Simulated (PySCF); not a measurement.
Computed with TPSSh-D3(BJ)/def2-TZVP // r2SCAN-D4/def2-SVP (PySCF 2.14.0). All species are isolated molecules in the gas phase. One relaxed conformer stands for a flexible species; it need not be the lowest. 

Reference species: [Cd(Cl)(NH2)] (neutral, multiplicity 1).

| Quantity | Result |
|---|---|
| charge on the central atom (Mulliken) | 0.76 e |
| coordination number | 2 |

Changed species: [Cd(Cl)2] (Y = Cl; the reference has Y = NH2).

Task: Give the shifts of the charge on the central atom (Mulliken) and coordination number.

Result: the charge on the central atom (Mulliken) rises by 0.05 e, to 0.81 e; the coordination number is nearly the same.
